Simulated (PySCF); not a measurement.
IK, SMILES [K][I] (connectivity only; charge and spin as stated), charge +1, multiplicity 2. Atoms are numbered in the order given.

```xyz
2

K      0.0000     0.0000    -2.6349
I      0.0000     0.0000     0.9446
```
Charge +1, spin multiplicity 2.

The structure is a stationary point at PBE0-D3(BJ)/def2-TZVPD. The spin state was assumed, not searched. The def2 effective core potentials stand for the cores of I; spin–orbit coupling is left out.

Computed with PySCF with r2SCAN/def2-TZVPD.

Mulliken values depend strongly on the basis, most of all with diffuse functions as here. ESP charges are fitted to the potential on shells at 1.4 to 2.0 van der Waals radii. Atomic charges (e):

```json
[
 {"atom": "K1", "Mulliken": "0.97", "ESP fit": "?", "Mulliken spin": "-0.01"},
 {"atom": "I2", "Mulliken": "0.03", "ESP fit": "?", "Mulliken spin": "1.01"}
]
```

Question: What belongs in the gaps? (The exact figures need the calculation; the answer reports its results.)

Answer: 
- K1, ESP fit: 0.88
- I2, ESP fit: 0.12
